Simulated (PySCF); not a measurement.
Coordinates in bohr (charge 0 multiplicity 3):
```
Hf    0.0000    0.0000    0.1645
O    -3.6014    0.0000   -0.6476
O     3.6014    0.0000   -0.6476
H    -5.2308    0.0000   -1.4376
H     5.2308    0.0000   -1.4376
```

These are results of UB3LYP/[Hf def2-SVP with ECP60, O def2-SVP, H def2-SVP], scalar-relativistic core potentials, density fitting, no spin–orbit coupling, PySCF, not measurements.

This geometry of Hf(OH)2 is a stationary point at this level.

What is the point group?

C2v.

Is it a minimum?

Yes: all harmonic wavenumbers are real.

List the harmonic modes with their infrared intensities.


| symmetry | ω (cm⁻¹) | IR (km/mol) |
| --- | --- | --- |
| a1 | 83 | 4.7 |
| b1 | 403 | 194 |
| a1 | 421 | 153 |
| a2 | 452 | 0.0 |
| b2 | 457 | 70.5 |
| b2 | 653 | 190 |
| a1 | 684 | 14.9 |
| b2 | 3969 | 313 |
| a1 | 3971 | 60.4 |

What are the dipole moment and the gap between the highest occupied and lowest empty levels of either spin?

1.05 D and 1.42 eV.

Give the ideal-gas entropy at 298.15 K and 1 bar by parts.

translation 175.8, rotation 91.1, vibration 33.2, spin 9.1; total 309.2 J/(mol K).

In C2v the vibrations span 4a1 + b1 + a2 + 3b2. Here b1 is antisymmetric to the molecular plane and b2 lies in it. The a2 mode carries no infrared intensity, as symmetry demands.

Only a few start shapes were tried, so a lower isomer may exist. Open d and f shells are described by one determinant, and the ground state may have another occupation or spin. With an element this heavy the missing spin–orbit coupling can shift these numbers.
